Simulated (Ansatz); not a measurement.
Stepwise reaction of `C[SiH2]Cl` with hydrogen chloride, as a gas-phase model of exchange steps in deposition or etching. ΔE in kJ/mol; ΔG adds harmonic PBE0-D4 terms to CCSD(T)/CBS, at 1 bar.

Computed with Ansatz on PBE0-D4/def2-TZVP structures; ΔE is electronic, products minus reactants. CCSD(T)/CBS adds triple-zeta CCSD(T) − MP2 to the extrapolated MP2 energy (def2 sets, frozen cores). This one scheme is used for every species. DFT in def2-TZVPP. B3LYP here is the variant with VWN-RPA as its local correlation; programs differ in this.

```csv
step,reaction,PBE-D4,B3LYP-D4,ωB97M-V,CCSD(T)/CBS,ΔG(500 K)
2,`C[SiH](Cl)Cl` + HCl → `C[Si](Cl)(Cl)Cl` + H₂,-82.6,-80.5,-82.3,-80.2,-68.5
```

Question: Give the row of step 1, `C[SiH2]Cl` + HCl → `C[SiH](Cl)Cl` + H₂. (An estimate is asked.)

Answer: The calculation gave: 
```csv
step,reaction,PBE-D4,B3LYP-D4,ωB97M-V,CCSD(T)/CBS,ΔG(500 K)
1,`C[SiH2]Cl` + HCl → `C[SiH](Cl)Cl` + H₂,-85.8,-84.0,-86.1,-84.8,-78.0
```

Question: By hand: ΔE of the 2 steps together at CCSD(T)/CBS.

Answer: (-84.8) + (-80.2) = -165.0 kJ/mol, or -82.5 kJ/mol a step.

In ΔE the steps differ by no more than 4.6 kJ/mol. All are downhill at CCSD(T)/CBS. ΔG lies between -78.0 and -68.5 kJ/mol a step. PBE-D4 differs from CCSD(T)/CBS by -2.4 to -1.0 kJ/mol a step. Isolated molecules leave out the surface, adducts and barriers. Largest T1 diagnostic: 0.009.
